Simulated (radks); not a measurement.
The table gives one normalised radial function P(r) = r R(r) of Ti in [Ar] 3d1.5 4s2 4p0.5 (r in bohr). Calculated with a radial shooting solver on a logarithmic mesh with Libxc functionals: scalar-relativistic Kohn-Sham, r2SCAN, spin-polarised, spherical densities, finite nucleus; open shells are filled with parallel spins first; meta-GGA in the generalised Kohn-Sham scheme; Fermi nuclear charge, rms radius 3.5921 fm.

r         P
0.003459   0.0732
0.004577   0.0941
0.006056   0.1199
0.007949   0.1501
0.01052    0.1864
0.01392    0.2266
0.01841    0.2677
0.02417    0.3025
0.03198    0.3232
0.04231    0.3141
0.05598    0.2570
0.07408    0.1359
0.09723   -0.0473
0.1286    -0.2805
0.1702    -0.4929
0.2252    -0.5790
0.2956    -0.4409
0.3911    -0.0411
0.5175     0.5118
0.6848     0.9752
0.8988     1.1135
1.189      0.9013
1.574      0.5231
2.082      0.2096
2.733      0.0581
3.616      0.0104
4.784      0.0009
6.33       0.0000
8.309      0.0000
10.99      0.0000
14.55      0.0000

Which n and l does it have? It may be an empty orbital.

Answer. n = 3, l = 0: the number of nodes gives n - l - 1 = 2, the rise at small r (about r^(l+1)) gives l, and the extent must fit the shell. The curve is that of 3s down; the table hardly tells the two spins apart. 3s down: eigenvalue -66.917 eV, 2 radial nodes at r = 0.0913, 0.400 bohr, <r> = 1.00 bohr, 90 % of the charge inside 1.50 bohr.
